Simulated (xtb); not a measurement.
C$_{6}$H$_{14}$, charge +1, doublet, at a GFN2-xTB geometry (a state made from the parent by changing its charge; the spin is typed, not shown lowest); GFN2-xTB in xtb.

xtb was given this input:
```
$ xtb mol.xyz --gfn 2 --chrg 1 --uhf 1 --etemp 3000 --json

# file mol.xyz
20

C      2.89416786     0.74919895    -0.41430113
C      1.79911202     0.17839054     0.45452630
C      0.45322637     0.08590507    -0.22323397
C     -0.56654948    -0.77278902     0.53384272
C     -1.87713109    -0.80884078    -0.23337124
C     -2.72361937     0.42325915    -0.05945597
H      3.18127536     0.07025035    -1.22078394
H      2.58047507     1.68044876    -0.88406927
H      3.79154708     0.91390593     0.17937572
H      2.13428415    -0.79912799     0.82772427
H      1.68009306     0.77448876     1.37183279
H     -0.01235716     1.07934304    -0.31956922
H      0.58546979    -0.26869552    -1.25223899
H     -0.73038177    -0.39039510     1.54222255
H     -0.15348110    -1.78177139     0.62386405
H     -1.70557795    -1.02167091    -1.29362739
H     -2.45433073    -1.66951534     0.14219583
H     -2.93759946     0.62588510     0.99020304
H     -3.65319361     0.35548650    -0.61881426
H     -2.18146040     1.30062448    -0.43635546
```

Task: What does xtb print? Leave out banner, timings and long lists.

Result: 
```
   ID    Z sym.   atoms
    1    6 C      1-6
    2    1 H      7-20

           -------------------------------------------------
          |                Calculation Setup                |
           -------------------------------------------------

           -------------------------------------------------
          |                 G F N 2 - x T B                 |
           -------------------------------------------------

          ...................................................
          :                      SETUP                      :
          :.................................................:
          :  # basis functions                  38          :
          :  # atomic orbitals                  38          :
          :  # shells                           26          :
          :  # electrons                        37          :
          :  max. iterations                   250          :
          :  Hamiltonian                  GFN2-xTB          :
          :  restarted?                      false          :
          :  GBSA solvation                  false          :
          :  PC potential                    false          :
          :  electronic temp.         3000.0000000     K    :
          :  accuracy                    1.0000000          :
          :  -> integral cutoff          0.2500000E+02      :
          :  -> integral neglect         0.1000000E-07      :
          :  -> SCF convergence          0.1000000E-05 Eh   :
          :  -> wf. convergence          0.1000000E-03 e    :
          :  Broyden damping             0.4000000          :
          :  net charge                          1          :
          :  unpaired electrons                  1          :
          ...................................................

 iter      E             dE          RMSdq      gap      omega  full diag
   1    -19.7708261 -0.197708E+02  0.219E+00   13.13       0.0  T
   2    -19.8020852 -0.312591E-01  0.127E+00   12.81       1.0  T
   3    -19.8016313  0.453837E-03  0.692E-01   12.93       1.0  T
   4    -19.7989474  0.268395E-02  0.435E-01   12.84       1.0  T
   5    -19.8021626 -0.321519E-02  0.288E-01   12.85       1.0  T
   6    -19.8062676 -0.410505E-02  0.607E-02   12.91       1.0  T
   7    -19.8062698 -0.217807E-05  0.285E-02   12.90       1.0  T
   8    -19.8062805 -0.107414E-04  0.694E-03   12.91       3.2  T
   9    -19.8062820 -0.147410E-05  0.159E-03   12.91      14.1  T
  10    -19.8062820 -0.238339E-07  0.478E-04   12.91      46.7  T
  11    -19.8062820 -0.347177E-08  0.201E-04   12.91     111.1  T

   *** convergence criteria satisfied after 11 iterations ***

         :::::::::::::::::::::::::::::::::::::::::::::::::::::
         ::                     SUMMARY                     ::
         :::::::::::::::::::::::::::::::::::::::::::::::::::::
         :: total energy             -19.503772818371 Eh    ::
         :: gradient norm              0.021336735378 Eh/a0 ::
         :: HOMO-LUMO gap             12.906281273794 eV    ::
         ::.................................................::
         :: SCC energy               -19.806269723173 Eh    ::
         :: -> isotropic ES            0.079573009155 Eh    ::
         :: -> anisotropic ES         -0.011511266693 Eh    ::
         :: -> anisotropic XC          0.014447633609 Eh    ::
         :: -> dispersion             -0.008942829999 Eh    ::
         :: repulsion energy           0.302496904802 Eh    ::
         :: add. restraining           0.000000000000 Eh    ::
         :: total charge               1.000000000007 e     ::
         :::::::::::::::::::::::::::::::::::::::::::::::::::::

           -------------------------------------------------
          |                Property Printout                |
           -------------------------------------------------

    * Orbital Energies and Occupations

         #    Occupation            Energy/Eh            Energy/eV
      -------------------------------------------------------------
         1        2.0000           -0.8138353             -22.1456
       ...           ...                  ...                  ...
         7        2.0000           -0.6989167             -19.0185
         8        2.0000           -0.6890301             -18.7495
         9        1.9999           -0.6747340             -18.3604
        10        1.9998           -0.6659708             -18.1220
        11        1.9994           -0.6550179             -17.8239
        12        1.9977           -0.6416709             -17.4608
        13        1.9955           -0.6354576             -17.2917
        14        1.9840           -0.6232229             -16.9588
        15        1.9471           -0.6115052             -16.6399
        16        1.9039           -0.6053963             -16.4737
        17        1.8749           -0.6025805             -16.3971
        18        1.7932           -0.5968699             -16.2417
        19        1.5045           -0.5842710             -15.8988 (HOMO)
        20                         -0.1099739              -2.9925 (LUMO)
        21                         -0.0905399              -2.4637
        22                         -0.0647446              -1.7618
        23                         -0.0480274              -1.3069
        24                         -0.0418777              -1.1396
        25                         -0.0199408              -0.5426
        26                         -0.0114062              -0.3104
        27                         -0.0059386              -0.1616
        28                          0.0014697               0.0400
        29                          0.0158166               0.4304
        30                          0.0273108               0.7432
       ...                                ...                  ...
        38                          0.1382032               3.7607
      -------------------------------------------------------------
                  HL-Gap            0.4742971 Eh           12.9063 eV
             Fermi-level           -0.4648127 Eh          -12.6482 eV

     #   Z          covCN         q      C6AA      α(0)
     1   6 C        3.752    -0.118    22.826     6.813
     2   6 C        3.801    -0.056    21.572     6.613
     3   6 C        3.804    -0.062    21.694     6.631
     4   6 C        3.802    -0.067    21.781     6.644
     5   6 C        3.803    -0.057    21.589     6.615
     6   6 C        3.752    -0.116    22.774     6.805
     7   1 H        0.924     0.109     1.705     2.042
     8   1 H        0.925     0.102     1.765     2.078
     9   1 H        0.925     0.106     1.727     2.055
    10   1 H        0.923     0.112     1.676     2.024
    11   1 H        0.923     0.114     1.662     2.016
    12   1 H        0.923     0.104     1.748     2.068
    13   1 H        0.924     0.099     1.798     2.097
    14   1 H        0.924     0.094     1.841     2.122
    15   1 H        0.924     0.098     1.802     2.100
    16   1 H        0.924     0.101     1.777     2.085
    17   1 H        0.923     0.126     1.564     1.956
    18   1 H        0.924     0.102     1.766     2.078
    19   1 H        0.925     0.104     1.750     2.069
    20   1 H        0.923     0.103     1.757     2.073

 Mol. C6AA /au·bohr⁶  :       2166.970726
 Mol. C8AA /au·bohr⁸  :      46377.133005
 Mol. α(0) /au        :         68.983764

Wiberg/Mayer (AO) data.
largest (>0.10) Wiberg bond orders for each atom

 ---------------------------------------------------------------------------
     #   Z sym  total        # sym  WBO       # sym  WBO       # sym  WBO
 ---------------------------------------------------------------------------
     1   6 C    3.853 --     2 C    1.035     9 H    0.936     8 H    0.932
                             7 H    0.918
     2   6 C    3.869 --     1 C    1.035     3 C    1.007    10 H    0.899
                            11 H    0.893
     3   6 C    3.869 --     2 C    1.007     4 C    0.976    13 H    0.928
                            12 H    0.903
     4   6 C    3.885 --     5 C    0.997     3 C    0.976    14 H    0.941
                            15 H    0.925
     5   6 C    3.862 --     6 C    1.036     4 C    0.997    16 H    0.921
                            17 H    0.876
     6   6 C    3.857 --     5 C    1.036    19 H    0.945    18 H    0.935
                            20 H    0.905
     7   1 H    0.937 --     1 C    0.918
     8   1 H    0.946 --     1 C    0.932
     9   1 H    0.949 --     1 C    0.936
    10   1 H    0.930 --     2 C    0.899
    11   1 H    0.924 --     2 C    0.893
    12   1 H    0.942 --     3 C    0.903
    13   1 H    0.954 --     3 C    0.928
    14   1 H    0.961 --     4 C    0.941
    15   1 H    0.948 --     4 C    0.925
    16   1 H    0.945 --     5 C    0.921
    17   1 H    0.909 --     5 C    0.876
    18   1 H    0.950 --     6 C    0.935
    19   1 H    0.957 --     6 C    0.945
    20   1 H    0.937 --     6 C    0.905
 ---------------------------------------------------------------------------

Topologies differ in total number of bonds
Writing topology from bond orders to xtbtopo.mol

molecular dipole:
                 x           y           z       tot (Debye)
 q only:        0.040       0.029      -0.008
   full:        0.037       0.005       0.000       0.096
molecular quadrupole (traceless):
                xx          xy          yy          xz          yz          zz
 q only:       15.787       3.476      -7.216      -0.084      -0.679      -8.571
  q+dip:       14.437       2.915      -6.793      -0.052      -0.234      -7.644
   full:       14.987       3.257      -6.846      -0.033      -0.435      -8.141

           -------------------------------------------------
          | TOTAL ENERGY              -19.503772818371 Eh   |
          | GRADIENT NORM               0.021336735378 Eh/α |
          | HOMO-LUMO GAP              12.906281273794 eV   |
           -------------------------------------------------

normal termination of xtb
```
